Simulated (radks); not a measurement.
The terbium ion Tb2+, configuration [Xe] 4f9.

Calculated with a radial shooting solver on a logarithmic mesh with Libxc functionals: Dirac Kohn-Sham, RPBE, spin-unpolarised, spherical densities, finite nucleus; open shells are shared between the two j in proportion to 2j + 1; Fermi nuclear charge, rms radius 5.06 fm.

Energy parts (eV):
part                      energy
total                 -318855.32
kinetic                348665.45
electron-nucleus      -784016.35
Hartree                123498.77
exchange-correlation    -7003.19

Orbitals (lengths in bohr, moments of r in powers of bohr; <r^-3> diverges for s and p1/2; r(max) is where P^2 peaks):
| orbital | occ. | eigenvalue (eV) | <r^-3> | <r> | r(max) | <r^2> | small-component weight |
|---|---|---|---|---|---|---|---|
| 1s1/2 | 2 | -51811.45 | - | 0.02151 | 0.01364 | 0.0006316 | 5.88e-02 |
| 2s1/2 | 2 | -8595.986 | - | 0.09096 | 0.07766 | 0.009828 | 1.30e-02 |
| 2p1/2 | 2 | -8169.307 | - | 0.07589 | 0.05859 | 0.007125 | 1.31e-02 |
| 2p3/2 | 4 | -7422.795 | 10440 | 0.08284 | 0.06451 | 0.008355 | 1.21e-02 |
| 3s1/2 | 2 | -1917.196 | - | 0.2389 | 0.2200 | 0.06536 | 4.14e-03 |
| 3p1/2 | 2 | -1731.674 | - | 0.2286 | 0.2073 | 0.06079 | 4.08e-03 |
| 3p3/2 | 4 | -1577.544 | 2231 | 0.2418 | 0.2197 | 0.06779 | 3.81e-03 |
| 3d3/2 | 4 | -1258.102 | 376.0 | 0.2141 | 0.1744 | 0.05393 | 3.69e-03 |
| 3d5/2 | 6 | -1224.475 | 332.9 | 0.2182 | 0.1779 | 0.05588 | 3.61e-03 |
| 4s1/2 | 2 | -390.7507 | - | 0.5414 | 0.5051 | 0.3311 | 1.32e-03 |
| 4p1/2 | 2 | -318.0514 | - | 0.5528 | 0.5090 | 0.3480 | 1.24e-03 |
| 4p3/2 | 4 | -283.7789 | 496.8 | 0.5829 | 0.5355 | 0.3867 | 1.14e-03 |
| 4d3/2 | 4 | -164.1115 | 71.09 | 0.6177 | 0.5422 | 0.4433 | 9.69e-04 |
| 4d5/2 | 6 | -157.9218 | 61.99 | 0.6285 | 0.5508 | 0.4587 | 9.43e-04 |
| 4f5/2 | 3.85714 | -17.1875 | 8.459 | 0.8849 | 0.5532 | 1.062 | 5.38e-04 |
| 4f7/2 | 5.14286 | -16.4000 | 8.103 | 0.9026 | 0.5584 | 1.111 | 5.26e-04 |
| 5s1/2 | 2 | -61.2719 | - | 1.326 | 1.184 | 1.979 | 2.69e-04 |
| 5p1/2 | 2 | -41.7448 | - | 1.493 | 1.295 | 2.530 | 2.11e-04 |
| 5p3/2 | 4 | -37.3401 | 62.76 | 1.591 | 1.376 | 2.878 | 1.87e-04 |

The highest occupied level is 4f7/2 at -16.400 eV. Summed over all electrons, <r^2> = 38.91 bohr^2, which gives a Langevin (diamagnetic) susceptibility term of -30.8 x 10^-6 cm^3/mol.
